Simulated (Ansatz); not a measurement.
`[NH2][AlH][GaH2]` + H₂O → `[NH2][AlH][OH]` + `[GaH3]` at 700 K and 1 bar (formal hydrolysis of the Al–Ga bond).

Calculated with Ansatz (gas phase, PBE0-D4/def2-TZVP geometries, no zero-point term in ΔE). CCSD(T)/CBS adds triple-zeta CCSD(T) − MP2 to the extrapolated MP2 energy (def2 sets, frozen cores). This one scheme is used for every species. For Ga outer-core shells are correlated without core-valence functions, which leaves a few kJ/mol of doubt a bond. Scalar relativity is left out up to krypton. One conformer a species, not always the lowest.

| species | CCSD(T)/CBS energy (Eh) | H − E (kJ/mol) | S (J/(mol·K)) |
| --- | --- | --- | --- |
| `[NH2][AlH][GaH2]` | -2223.67811 | 188.9 | 441.5 |
| H₂O | -76.37941 | 80.5 | 218.4 |
| `[NH2][AlH][OH]` | -374.39395 | 178.0 | 375.5 |
| `[GaH3]` | -1925.70545 | 80.8 | 262.3 |

H − E and S are ideal-gas, rigid-rotor, harmonic terms from PBE0-D4/def2-TZVP, for one conformer and one mirror image of each species. 1 Eh = 2625.50 kJ/mol, R = 8.31446 J/(mol·K).

**Question.** By hand: ΔE, ΔH, ΔS and ΔG.

**Answer.** ΔE = (-374.39395) + (-1925.70545) − (-2223.67811) − (-76.37941) = -0.04188 Eh = -110.0 kJ/mol. Δ(H − E) = 178.0 + 80.8 − 188.9 − 80.5 = -10.6, so ΔH = -120.6 kJ/mol. ΔS = 375.5 + 262.3 − 441.5 − 218.4 = -22.1 J/(mol·K). ΔG = -120.6 − 700 × (-22.1)/1000 = -105.1 kJ/mol.

**Question.** By hand: the equilibrium constant, and the temperature at which ΔG would vanish if ΔH and ΔS stayed fixed.

**Answer.** log₁₀ K = −ΔG/(RT ln 10) = 7.8. ΔG = 0 at ΔH/ΔS = 5457 K, far beyond where these terms or the molecules hold.

ΔH outweighs TΔS. A doubt of 5 kJ/mol in ΔE shifts log₁₀ K by 0.4 here. Other conformers and mirror images would add mixing entropy, several J/(mol·K) or more a flexible species. Modes under 60 cm⁻¹, often nearly free rotors, make the harmonic entropy too high. These are equilibria of isolated gas molecules and say nothing of rates. Largest T1 diagnostic: 0.013 (customary marks: 0.02 for closed shells, 0.045 for open ones).
